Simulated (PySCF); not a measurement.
Compound: C₃H₁₂OSi₃.
Numbering: `[CH2:1]=[CH:2][CH2:3][Si@H:4]([SiH3:5])[O:6][SiH3:7]` (hydrogens: H8, H9 on C1; H10 on C2; H11, H12 on C3; H13 on Si4; H14, H15, H16 on Si5; H17, H18, H19 on Si7)

Structure used (PBE0-D3(BJ)/def2-SVP), in Å, numbered top down from 1:
```xyz
19
C3H12OSi3 angstrom
C      1.7586   -1.7230    0.1990
C      1.7579   -0.3869    0.1625
C      1.4146    0.4445   -1.0277
Si    -0.3912    1.0022   -0.9378
Si    -0.7793    2.2692    1.0056
O     -1.3671   -0.3445   -0.9340
Si    -1.9058   -1.5938    0.0156
H      1.9767   -2.2659    1.1217
H      1.5508   -2.3201   -0.6950
H      1.9721    0.1596    1.0901
H      2.0525    1.3421   -1.1008
H      1.5316   -0.1261   -1.9644
H     -0.7292    1.8060   -2.1516
H      0.0330    3.5273    0.9636
H     -0.3959    1.5059    2.2343
H     -2.2247    2.6394    1.1152
H     -3.3804   -1.7252   -0.1717
H     -1.6198   -1.3191    1.4569
H     -1.2510   -2.8714   -0.3883
```

Level of theory: TDDFT CAM-B3LYP/def2-SVPD, vertical, gas phase, core orbitals frozen in the response (PySCF).

Computed states:

```json
{"state": "S1", "E (eV)": "6.32", "f": "0.029"}
{"state": "S2", "E (eV)": "6.58", "f": "0.179"}
{"state": "S3", "E (eV)": "6.80", "f": "0.0039"}
{"state": "S4", "E (eV)": "6.87", "f": "0.081"}
{"state": "S5", "E (eV)": "7.10", "f": "0.062"}
{"state": "S6", "E (eV)": "7.29", "f": "0.036"}
{"state": "S7", "E (eV)": "7.46", "f": "0.013"}
{"state": "S8", "E (eV)": "7.50", "f": "0.026"}
{"state": "S9", "E (eV)": "7.56", "f": "0.039"}
{"state": "S10", "E (eV)": "7.66", "f": "0.081"}
```

Each state is given a Gaussian of 0.4 eV full width at half maximum, with ε(max) = 2.175×10⁸ f / Δν̃ (Δν̃ the width in cm⁻¹). The width is an assumption, not a result. The curve ends short of the highest state used, and states not computed would add to its high-energy end.

Problem. What does the envelope look like, and where are its maxima?

Solution. 
| E (eV) | ε (L mol⁻¹ cm⁻¹) |
| --- | --- |
| 5.72 | 4 |
| 5.76 | 9 |
| 5.81 | 23 |
| 5.86 | 53 |
| 5.90 | 98 |
| 5.95 | 198 |
| 6.00 | 371 |
| 6.04 | 584 |
| 6.09 | 974 |
| 6.13 | 1408 |
| 6.18 | 2142 |
| 6.23 | 3133 |
| 6.27 | 4141 |
| 6.32 | 5690 |
| 6.37 | 7527 |
| 6.41 | 9121 |
| 6.46 | 11082 |
| 6.51 | 12741 |
| 6.55 | 13670 |
| 6.60 | 14200 |
| 6.64 | 14122 |
| 6.69 | 13530 |
| 6.74 | 12630 |
| 6.78 | 11859 |
| 6.83 | 10978 |
| 6.88 | 10254 |
| 6.92 | 9778 |
| 6.97 | 9268 |
| 7.02 | 8805 |
| 7.06 | 8450 |

Maxima: 187 nm (6.61 eV), ε about 14000, made up of S2 (84%) and S4 (12%) (ε in L mol⁻¹ cm⁻¹; maxima over ε = 5, shares over 10%).

Problem. On this curve, what absorbance would a 10⁻⁵ mol/L sample give at 193 nm over a 1 cm path?

Solution. 193 nm is 6.424 eV, where ε is about 9700 L mol⁻¹ cm⁻¹, so A = ε c l ≈ 0.097 (Beer–Lambert, with the gas-phase spectrum and the assumed width).

Problem. Coming from long wavelengths, where does ε first pass 100 L mol⁻¹ cm⁻¹?

Solution. At about 210 nm (5.90 eV), 0.42 eV below S1.

Problem. What would ε be at 6.61 eV, the highest of these maxima, with half the width (0.2 eV)?

Solution. About 23000 L mol⁻¹ cm⁻¹ against 14200, a factor of about 1.6; a lone state at its own centre would give exactly 2.

All these states lie below the vertical ionisation energy of 9.11 eV (ΔSCF).

On Arm Neoverse V2, one thread, no GPU, shared host, this took 3.7 min wall.

One conformer stands for the species.
